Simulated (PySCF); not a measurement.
A structure optimised at PBE-D3(BJ)/def2-SVP, used in a PySCF frequency run:

```xyz
6

Ta     0.0000     0.0000    -0.4536
F      0.0000    -1.8363    -0.8994
F      0.0000     1.8363    -0.8994
F      1.7687     0.0000    -1.0958
F     -1.7687     0.0000    -1.0958
Br     0.0000     0.0000     1.9722
```
Charge 0, spin multiplicity 1.

Q: Write its SMILES, formula and point group.

A: [F][Ta]([F])([F])([F])[Br], BrF4Ta, C2v

Q: What are its rotational constants (standard atomic weights)?

A: 2.0461, 0.93029, 0.91468 GHz
